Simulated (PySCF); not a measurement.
Species: C₂H₇ClSi₂.
Numbering: `[SiH3:1]/[CH:2]=[C:3](/[SiH3:4])[Cl:5]` (hydrogens: H6, H7, H8 on Si1; H9 on C2; H10, H11, H12 on Si4)

Method: PBE0-D3(BJ)/def2-SVP geometry optimisation, gas phase (PySCF 2.14.0); density fitting, grid level 1; the optimiser is geomeTRIC in internal coordinates, started from a GFN2-xTB structure with every atom displaced at random (about 0.01 Å).

Step 0: E = -30441.3421 eV
```
atom  x, y, z in Å  |  force x, y, z in eV/Å
Si1     2.0639    1.3805    1.1351   -1.367   0.586  -0.240
C2      0.2796    0.7249    1.0422    0.398   0.625   0.107
C3     -0.8250    1.4848    1.0281    1.126   0.072   0.055
Si4    -2.5885    0.9649    0.9496   -0.522  -0.064   0.392
Cl5    -0.6028    3.2073    1.1007   -0.169   0.591  -0.003
H6      2.2892    2.2628   -0.0347    0.157   0.094  -0.162
H7      2.2172    2.1700    2.3673    0.147   0.180   0.359
H8      2.9699    0.2648    1.1169    0.712  -0.855  -0.002
H9      0.1244   -0.3336    1.0162   -0.177  -1.032  -0.069
H10    -3.2958    1.4569    2.1639   -0.054   0.052   0.045
H11    -2.6688   -0.5018    0.9048    0.010  -0.451  -0.050
H12    -3.2029    1.5531   -0.2422   -0.262   0.202  -0.432
```

Step 1: E = -30441.4480 eV
```
atom  x, y, z in Å  |  force x, y, z in eV/Å
Si1     2.0495    1.3915    1.1253    0.118  -0.167   0.044
C2      0.2833    0.7407    1.0574    0.071  -0.050  -0.010
C3     -0.8075    1.5181    1.0469   -0.148   0.107  -0.027
Si4    -2.6066    0.9565    0.9594   -0.001   0.069  -0.051
Cl5    -0.6501    3.2723    1.1015    0.037  -0.177   0.000
H6      2.3558    2.2588   -0.0486   -0.041   0.023  -0.027
H7      2.2754    2.1671    2.3805   -0.014   0.012   0.002
H8      2.9888    0.2203    1.1082   -0.106   0.088   0.005
H9      0.1030   -0.3453    1.0229    0.028   0.145  -0.004
H10    -3.3382    1.4471    2.1625    0.004  -0.018   0.024
H11    -2.6464   -0.5331    0.8894    0.022  -0.018   0.023
H12    -3.2463    1.5408   -0.2576    0.030  -0.014   0.020
```

**Question.** Estimate the geometry and energy of step 2. (The exact step hangs on the optimiser's Hessian estimate; all steps are aligned on step 1, rigid shifts and turns removed.)

**Answer.** E = -30441.4510 eV, largest force 0.105 eV/Å
```
atom  x, y, z in Å  |  force x, y, z in eV/Å
Si1     2.0535    1.3876    1.1293    0.019  -0.007   0.004
C2      0.2845    0.7539    1.0521   -0.015  -0.067  -0.001
C3     -0.8126    1.5229    1.0400   -0.011   0.104  -0.012
Si4    -2.6079    0.9571    0.9589    0.006  -0.006  -0.015
Cl5    -0.6530    3.2712    1.0962    0.009  -0.023   0.007
H6      2.3572    2.2572   -0.0454   -0.011   0.009   0.000
H7      2.2797    2.1602    2.3867   -0.002   0.008  -0.004
H8      2.9742    0.2106    1.1101   -0.022   0.007   0.003
H9      0.1049   -0.3280    1.0132    0.013  -0.011   0.001
H10    -3.3364    1.4434    2.1666    0.006  -0.010   0.004
H11    -2.6332   -0.5341    0.8982    0.003  -0.003   0.011
H12    -3.2505    1.5325   -0.2584    0.005  -0.002   0.001
```

The energy changes by -0.0030 eV. The first-order estimate −F·Δx gives -0.0060 eV and the mean of the old and new forces, exact on a quadratic surface, -0.0030 eV. The step makes an angle of 69° with the force vector and moves no atom by more than 0.020 Å.

The cost below is that of the whole optimisation. Time: 22 s; peak memory 0.51 GiB. Hardware: one thread, Arm Neoverse V2 (aarch64), shared host with 32 logical CPUs at a one-minute load of 11.
